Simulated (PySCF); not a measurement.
## Radial density of F (fluorine, neutral)

PW91, [He] 2s2 2p5, 2P determinant. All numbers are calculated (PySCF 2.14, the non-relativistic Hamiltonian (point nucleus), in aug-cc-pV5Z (7s6p5d4f3g2h, 127 functions)).

```json
{"r (bohr)": "0.00279", "4πr²ρ (e/bohr)": "0.04168", "4πr²(ρα − ρβ)": "0.0000"}
{"r (bohr)": "0.00469", "4πr²ρ (e/bohr)": "0.1140", "4πr²(ρα − ρβ)": "0.0000"}
{"r (bohr)": "0.00789", "4πr²ρ (e/bohr)": "0.3044", "4πr²(ρα − ρβ)": "0.0000"}
{"r (bohr)": "0.0133", "4πr²ρ (e/bohr)": "0.7820", "4πr²(ρα − ρβ)": "-0.0001"}
{"r (bohr)": "0.0223", "4πr²ρ (e/bohr)": "1.880", "4πr²(ρα − ρβ)": "0.0000"}
{"r (bohr)": "0.0375", "4πr²ρ (e/bohr)": "4.050", "4πr²(ρα − ρβ)": "0.0005"}
{"r (bohr)": "0.0631", "4πr²ρ (e/bohr)": "7.265", "4πr²(ρα − ρβ)": "0.0046"}
{"r (bohr)": "0.106", "4πr²ρ (e/bohr)": "9.646", "4πr²(ρα − ρβ)": "0.0256"}
{"r (bohr)": "0.179", "4πr²ρ (e/bohr)": "8.029", "4πr²(ρα − ρβ)": "0.1148"}
{"r (bohr)": "0.300", "4πr²ρ (e/bohr)": "4.470", "4πr²(ρα − ρβ)": "0.3796"}
{"r (bohr)": "0.505", "4πr²ρ (e/bohr)": "5.157", "4πr²(ρα − ρβ)": "0.7930"}
{"r (bohr)": "0.850", "4πr²ρ (e/bohr)": "5.957", "4πr²(ρα − ρβ)": "0.8459"}
{"r (bohr)": "1.43", "4πr²ρ (e/bohr)": "2.775", "4πr²(ρα − ρβ)": "0.3732"}
{"r (bohr)": "2.40", "4πr²ρ (e/bohr)": "0.4622", "4πr²(ρα − ρβ)": "0.0534"}
{"r (bohr)": "4.04", "4πr²ρ (e/bohr)": "0.02366", "4πr²(ρα − ρβ)": "0.0012"}
{"r (bohr)": "6.80", "4πr²ρ (e/bohr)": "0.0001630", "4πr²(ρα − ρβ)": "0.0000"}
```
